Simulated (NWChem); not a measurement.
System: HSF$_{2}$ cation; SMILES F[SH+]F

Here is an NWChem input.

```
start job
memory heap 200 mb stack 900 mb global 1100 mb
charge 1
geometry units angstroms
  F     -0.489097    -0.022044    -1.202940
  S      0.482723    -0.031668     0.000000
  F     -0.489097    -0.022044     1.202940
  H      0.742362     1.322973     0.000000
end
basis spherical
  * library def2-svp
end
dft
  xc xcamb88 1.00 lyp 0.81 vwn_5 0.19 hfexch 1.00
  cam 0.33 cam_alpha 0.19 cam_beta 0.46
  iterations 150
end
driver
  maxiter 120
end
task dft optimize
task dft freq
```

The level has its own optimisation; frequencies are unscaled.

**Question.** Predict the main results of this run. (CAM-B3LYP/def2-SVP.) Quantities: r F–S (Å); r H–S (Å); highest harmonic frequency (cm⁻¹); lowest (cm⁻¹); zero-point energy (kcal/mol).

**Answer.** The r F–S (Å) is 1.546, the r H–S (Å) comes out as 1.378 and the highest harmonic frequency (cm⁻¹) is 2535. The lowest (cm⁻¹) is 380 and the zero-point energy (kcal/mol) comes out as 10.0.
